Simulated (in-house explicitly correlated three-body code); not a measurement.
The numbers below are computed, except where a source is named.
# Taking the two-electron ground state apart, Z = 4.5

A variational code in 260 exponentially correlated functions gives, for two electrons around a point charge Z = 4.5 (non-relativistic, fixed nucleus, atomic units): E = -17.5932903, <1/r> = 4.1877 per electron, <1/r12> = 2.502723. From its density, U = 5.178598 (Hartree energy) and T_s = 17.551247 (kinetic energy of the doubly filled orbital √(n/2)). Further, <r²> = 0.178791 per electron, <r12²> = 0.367115 and <p1·p2> = 0.486578.

Problem. Check the virial theorem, and compare with the screened hydrogenic estimate.

Solution. V = −2Z<1/r> + <1/r12> = -37.689300 + 2.502723 = -35.186577, and 2E = -35.186581, so T = −E = 17.593290. A product of 1s orbitals with exponent Z − 5/16 = 4.1875 gives −4.1875² = -17.53516, which is 58.1 millihartree too high.

Problem. Find the exchange and correlation energies of density-functional theory.

Solution. For two electrons in one orbital E_x = −U/2 = -2.589299. The potential part of correlation is U_c = <1/r12> − U − E_x = -0.086576, the kinetic part T_c = T − T_s = 0.042043, and E_c = T_c + U_c = -0.044533 hartree. Restricted Hartree-Fock gives -17.548763, so the correlation energy of wave-function theory is -0.044527.

Problem. What do the second moments say about angular correlation and diamagnetism?

Solution. From r12² = r1² + r2² − 2 r1·r2, <r1·r2> = <r²> − <r12²>/2 = -0.00477 bohr². It vanishes for a product of s orbitals, and its negative sign shows that the electrons favour opposite sides of the nucleus. The Langevin susceptibility is −0.79199e-6 × 2<r²> = -0.2832e-6 cm³/mol.

Problem. How does a model nuclear mass of 9 u change the ionisation energy, to first order in m/M (1 hartree = 27.211386 eV)?

Solution. m/M = 1/(9 × 1822.8885) = 6.09533e-05. With a fixed nucleus the second electron is bound by −Z²/2 − E = 7.468290 hartree = 203.2225 eV. The reduced mass scales this by 1 − m/M, a change of -12.387 meV. The mass-polarisation term raises the two-electron state by (m/M)<p1·p2> = 29.66 microhartree, a further -0.807 meV. The sum is 203.2093 eV, before relativistic and QED terms.
